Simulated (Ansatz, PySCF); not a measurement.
Zr(F)3(OH) (F3HOZr), SMILES [OH][Zr]([F])([F])[F], multiplicity 1. Atoms are numbered in the order given.

```xyz
6

Zr    -0.0242    -0.0360     0.0183
F     -0.2122     1.0765     1.5638
F      1.7036    -0.8581     0.0455
F     -1.3665    -1.3992     0.0616
O     -0.2176     1.0146    -1.5645
H     -0.3149     1.5427    -2.3597
```

Coordinates come from a B3LYP-D3(BJ)/def2-SVP optimisation. The multiplicity is an assumed one; no other spin state was optimised. The structure was generated by enumeration; whether it is a known compound was not checked. The def2 effective core potentials stand for the cores of Zr; spin–orbit coupling is left out. Other conformers were not sampled.

Two levels are set side by side: PBE-D3(BJ)/def2-SVP (Ansatz, a first-principles code) and B3LYP-D3(BJ)/def2-SVP (Ansatz). Each level has its own optimised geometry; the coordinates shown are those of the second. Frequencies come from the Hessian of PySCF at each geometry. Differences are taken from unrounded values.

```
quantity                            B3LYP-D3(BJ)  PBE-D3(BJ)  PBE-D3(BJ) minus B3LYP-D3(BJ)
----------------------------------  ------------  ----------  -----------------------------
mean bond length (Å)                       1.722       1.727                          0.005
bond Zr1–F2 (Å)                            1.914       1.918                          0.004
bond Zr1–F3 (Å)                            1.914       1.918                          0.004
bond Zr1–F4 (Å)                            1.914       1.918                          0.004
bond Zr1–O5 (Å)                            1.910       1.913                          0.003
bond O5–H6 (Å)                             0.959       0.966                          0.007
highest harmonic wavenumber (cm⁻¹)          3963        3872                            -91
mean harmonic wavenumber (cm⁻¹)              686         665                            -21
zero-point energy (kcal/mol)               11.77       11.40                          -0.36
```
